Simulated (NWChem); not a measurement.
System: C₃H₈Si; SMILES C/C=C\[SiH3]

Problem. Give the equilibrium geometry at PBE0/def2-SVP (NWChem) as an XYZ file, with the point group.

Solution. point group Cs; any orientation.
```
12

C      0.7728    -1.8274     0.0000
C     -0.6160    -1.2819     0.0000
C     -0.9661     0.0138     0.0000
Si     0.2125     1.4723     0.0000
H      0.9421    -2.4667    -0.8828
H      0.9421    -2.4667     0.8828
H      1.5400    -1.0384     0.0000
H     -1.4133    -2.0387     0.0000
H     -2.0394     0.2412     0.0000
H      1.1000     1.4781    -1.2061
H     -0.5824     2.7375     0.0000
H      1.1000     1.4781     1.2061
```
